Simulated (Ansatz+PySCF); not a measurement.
**singlet BeO: levels of theory in one basis**

```yaml
atoms:
  - { symbol: Be, position_ang: [0.0000, 0.0000, -1.7846] }
  - { symbol: O, position_ang: [0.0000, 0.0000, 0.8923] }
```

Basis set: cc-pVDZ (spherical functions). Frozen core: 1 orbital. Charge 0, multiplicity 1.

Computed with Ansatz (development build ahead of 0.2.0); each method stands on the lowest determinant of its kind that the runs found. NEVPT2 correlates all electrons. Active spaces start from the frontier orbitals, and the lowest solution found is given.

```
        method  E − E(RHF) (eV)  <S²> of the determinant
           RHF             0.00                     0.00
           UHF            -2.31                     1.28
       UHF-MP2            -5.75                     1.28
      RHF-CCSD            -5.66                        –
   RHF-CCSD(T)            -5.97                        –
   UHF-CCSD(T)            -7.28                     1.28
  RHF-CCSDT(Q)            -6.19                        –
  UHF-CCSDT(Q)            -7.73                     1.28
   CASSCF(8,8)            -3.63                        –
   CASSCF(2,2)            -0.63                        –
SC-NEVPT2(8,8)            -5.94                        –
SC-NEVPT2(2,2)            -4.62                        –
```

**Question.** What does RHF-MP2 give on the same scale?

**Answer.** -4.31 eV.

**Question.** Is a single determinant a sound starting point here?

**Answer.** It is doubtful. Unrestricted orbitals lower Hartree–Fock by 2.31 eV and <S²> is 1.28 where a pure state has 0.00, a sign of strong static correlation. The CASSCF(8,8) natural occupations are 1.99, 1.98, 1.87, 1.01, 1.00, 0.12, 0.02, 0.01. The CASSCF(2,2) natural occupations are 1.83, 0.17.

Caution: another spin multiplicity may lie lower. Caution for RHF, RHF-MP2, RHF-CCSD, RHF-CCSD(T), RHF-CCSDT(Q): an unrestricted determinant lies well below. Caution for UHF, UHF-MP2, UHF-CCSD(T), UHF-CCSDT(Q): the unrestricted determinant is a mixture of spin states. Caution for RHF-MP2, UHF-MP2, RHF-CCSD, RHF-CCSD(T), UHF-CCSD(T), RHF-CCSDT(Q), UHF-CCSDT(Q): bonds are stretched, where a single reference can fail. Caution for UHF-MP2, UHF-CCSD(T), UHF-CCSDT(Q): a plain start can end on a higher determinant. Caution for RHF-CCSD(T): the program finds a lower state of this spin. Caution for RHF-CCSD(T), UHF-CCSD(T): the program doubts this total. Caution for UHF-CCSDT(Q): the amplitudes may be one of several solutions. Caution for CASSCF(8,8): other starts end on other solutions of this active space.
